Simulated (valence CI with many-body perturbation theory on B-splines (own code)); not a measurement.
# Valence orbitals of Au16+

Calculated by configuration interaction combined with many-body perturbation theory (CI+MBPT): three valence electrons over a frozen Dirac-Fock core [Kr] 4d10 4f14, radial functions for each j: 11 s, 11 p, 9 d, 7 f, 5 g, 2 h, 1 i, with the one-electron correlation potential Σ1 (screened to all orders), the two-electron term Σ2, the three-electron term Σ3, Breit, model QED; selected single and double excitations, second order for the rest (own B-spline code, finite nucleus).

No measured levels were compared; by estimate levels hold to about 250 cm⁻¹ or 0.2 % of their energy and the worst to 1 %, as in measured heavy ions of charge 2 to 7. The list stops below the first excitations out of the core. Only levels of the ground parity were solved; by the run's estimate the other parity begins above the list, which can be wrong where configurations are misplaced.

These are the spectroscopic orbitals of the CI (the correlating ones are not listed), shaped by the core and the other valence electrons. h is the expectation value of the core's Dirac-Fock operator, without the valence repulsion; Σ1 is computed up to l = 3 at one energy for each symmetry, that of its lowest orbital but kept below the first core excitation, so for empty shells it is not the orbital's own correlation shift; Breit and QED include the response of the core.

```
Orbital  h (hartree)  Σ1 (cm⁻¹)  Breit (cm⁻¹)  QED (cm⁻¹)  ⟨r⟩ (bohr)
  5s1/2      -17.453     -23609          2940        2588      0.8600
  6s1/2      -9.9524      -6884          1167        1015       1.512
  7s1/2      -6.4784      -3070           580         511       2.337
  8s1/2      -4.5611      -1680           337         296       3.335
  5p1/2      -15.891     -21128          4403         140      0.8994
  6p1/2      -9.2376      -6240          1746        52.4       1.591
  7p1/2      -6.0933      -2901           903        27.2       2.445
  8p1/2      -4.3296      -1621           534        16.0       3.475
  5p3/2      -15.011     -17534          2342         318      0.9559
  6p3/2      -8.8583      -5447           962         129       1.662
  7p3/2      -5.8907      -2584           562        67.9       2.532
  8p3/2      -4.2082      -1460           335        40.4       3.577
  5d3/2      -12.563     -12781          1361       -94.6       1.055
  6d3/2      -7.7063      -4460           610       -43.0       1.825
  7d3/2       -5.252      -2254           338       -24.0       2.757
  5d5/2      -12.405     -12161           817       -16.3       1.071
  6d5/2      -7.6326      -4304           366        -8.1       1.845
  7d5/2      -5.2108      -2185           207        -4.6       2.781
  5f5/2      -9.5517      -6899           154       -55.7       1.271
  6f5/2      -6.2526      -3210          88.5       -29.5       2.128
  5f7/2      -9.5177      -6771         -42.8       -33.9       1.277
  6f7/2      -6.2353      -3165         -20.3       -18.2       2.134
  5g7/2      -7.3305                      9.0         1.5       1.520
  5g9/2      -7.3314                     -9.1         3.3       1.520
```

Among the shells of the start configuration 5s2 5p1, Σ1 is largest in size for 5s1/2, where it is 0.62 % of h.

Lowest root of each symmetry, sizes in configuration state functions:

| J | Parity | Roots | Reference | Variational | Second order | Change by selected CI (cm⁻¹) | Change by second order (cm⁻¹) |
| --- | --- | --- | --- | --- | --- | --- | --- |
| 1/2 | odd | 1 | 61 | 1997 | 9346 | -1934 | -3 |
| 3/2 | odd | 1 | 96 | 2962 | 17941 | -1829 | -4 |
